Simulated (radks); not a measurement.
Results of a calculation; reference values are marked as such.
All-electron atom: neutral antimony in [Kr] 4d10 5s2 5p3.

Code: a radial shooting solver on a logarithmic mesh with Libxc functionals. Model: Dirac Kohn-Sham, PBE, spin-unpolarised, spherical densities, point nucleus; open shells fill j = l - 1/2 first.

Energy parts (eV):
part                       energy
total                 -176425.545
kinetic                186178.236
electron-nucleus      -428430.779
Hartree                 70469.559
exchange-correlation    -4642.561

Orbitals (lengths in bohr, moments of r in powers of bohr; <r^-3> diverges for s and p1/2):
orbital  occ.  eigenvalue (eV)     <r^2>      <r>  <r^-3>   <1/r>
1s1/2       2        -30284.79  0.001094  0.02842       -   54.33
2s1/2       2        -4606.767   0.01767   0.1222       -   12.63
2p1/2       2        -4309.631   0.01311   0.1033       -   12.61
2p3/2       4        -4057.815   0.01441   0.1087    4596   11.70
3s1/2       2        -902.9954    0.1248   0.3302       -   4.477
3p1/2       2        -781.5790    0.1197   0.3208       -   4.385
3p3/2       4        -735.1134    0.1280   0.3321   865.3   4.164
3d3/2       4        -520.8060    0.1092   0.3033   136.8   4.012
3d5/2       6        -511.1501    0.1117   0.3069   127.3   3.955
4s1/2       2        -148.4389    0.7075   0.7908       -   1.770
4p1/2       2        -107.3909    0.7915   0.8326       -   1.655
4p3/2       4         -98.8040    0.8480   0.8617   159.9   1.583
4d3/2       4         -33.9614     1.237    1.023   18.04   1.305
4d5/2       6         -32.7189     1.270    1.036   16.60   1.286
5s1/2       2         -12.6518     5.678    2.232       -  0.5814
5p1/2       2          -5.1160     9.392    2.838       -  0.4548
5p3/2       1          -4.5157     10.39    2.982   10.96  0.4313

The highest occupied level is 5p3/2 at -4.516 eV. Summed over all electrons, <r^2> = 61.72 bohr^2, which gives a Langevin (diamagnetic) susceptibility term of -48.9 x 10^-6 cm^3/mol. For comparison, the ionisation energy in NIST's Atomic Spectra Database is 8.608 eV (measured). In exact Kohn-Sham theory the highest level is minus the ionisation energy, but local and semilocal functionals leave it too shallow, through self-interaction and a potential that decays too fast; potentials with the right tail come closer. The density falls to 0.001 e/bohr^3 at r = 4.68 bohr.

Beside tabulated values, note that spin-unpolarised runs miss the spin-polarisation part of the exchange energy of open shells.
